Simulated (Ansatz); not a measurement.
Start from `[SiH3]O[AsH2]` and change one atom or group to get `CO[AsH2]`.

Ansatz, PBE0-D4/def2-TZVP geometries, multiplicity 1. 

Scalar relativity is left out up to krypton.

```csv
property,`[SiH3]O[AsH2]`
zero-point energy (PBE0-D4/def2-TZVP) / kJ/mol,118.2
HOMO energy (ωB97M-V/def2-TZVPP) / eV,-9.80
LUMO energy (ωB97M-V/def2-TZVPP) / eV,1.03
HOMO–LUMO gap (PBE0/def2-TZVPP) / eV,6.73
HOMO–LUMO gap (B3LYP/def2-TZVPP) / eV,6.33
LUMO energy (PBE/def2-TZVPP) / eV,-1.76
```

Task: What does the change do to each property? (Best estimate.)

Result: Computed: 
```tsv
property	`CO[AsH2]`	shift
zero-point energy (PBE0-D4/def2-TZVP) / kJ/mol	151.5	33.3
HOMO energy (ωB97M-V/def2-TZVPP) / eV	-10.00	-0.20
LUMO energy (ωB97M-V/def2-TZVPP) / eV	1.59	0.56
HOMO–LUMO gap (PBE0/def2-TZVPP) / eV	7.43	0.70
HOMO–LUMO gap (B3LYP/def2-TZVPP) / eV	7.01	0.68
LUMO energy (PBE/def2-TZVPP) / eV	-1.29	0.47
```

With PBE0 the HOMO falls by 0.20 eV and the LUMO rises by 0.50 eV, so the gap widens by about 0.70 eV. PBE moves the HOMO by -0.08 eV and ωB97M-V by -0.20 eV.

B3LYP here is the variant with VWN-RPA as its local correlation; programs differ in this.
